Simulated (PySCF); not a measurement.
These are PBE-D3(BJ)/def2-TZVP (PySCF 2.14.0) values and carry that method's errors. Isolated molecules, 0 K electronic values unless said otherwise. One relaxed conformer stands for a flexible species; it need not be the lowest. Delta-SCF ions had no search for a lower state. 

Reference species (SMILES): `FC(C=C)=C` (C–C–C–F torsion 0°) (neutral, multiplicity 1).

| Item | Result |
|---|---|
| LUMO | -2.10 eV |
| HOMO | -5.96 eV |
| vertical ionisation energy (Delta-SCF) | 9.01 eV |

After one change: the LUMO goes up by 0.02 eV; the HOMO drops by 0.03 eV; the vertical ionisation energy (Delta-SCF) drops by 0.20 eV.

### Question
Which change was made? The new species is one of these.
A. `C=CC(=C)N`
B. `C=C[C](=C)[GeH3]` (C–C–C–Ge torsion 0°)
C. `C=CC(=C)O` (C–C–C–O torsion 0°, C–C–O–H torsion 0°)
D. `C=CC(=C)C` (C–C–C–C torsion 180°)

### Answer
B, `C=C[C](=C)[GeH3]` (C–C–C–Ge torsion 0°)
